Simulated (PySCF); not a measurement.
C₂H₁₀N₂OSi, SMILES [C@@H]([Si@H](N)O)(N)C.

Coordinates come from a r2SCAN-D4/def2-SVP optimisation. The structure was generated by enumeration; whether it is a known compound was not checked. Other conformers were not sampled.

These are PBE/def2-TZVP run with PySCF values and carry that method's errors.

Isolated molecule, no solvent.

| Property | Value |
|---|---|
| total energy | -556.17449 hartree |
| highest occupied level | -5.81 eV |
| lowest empty level | -0.41 eV |
| orbital gap | 5.40 eV |
| dipole moment | 2.69 D |
| quadrupole, principal values (traceless, Buckingham form, about the centre of nuclear charge) | -12.96, 3.42, 9.54 D·Å |
| mean static polarisability | 72.0 bohr³ (10.68 Å³) |
| polarisability, principal values | 65.4, 72.2, 78.5 bohr³ |
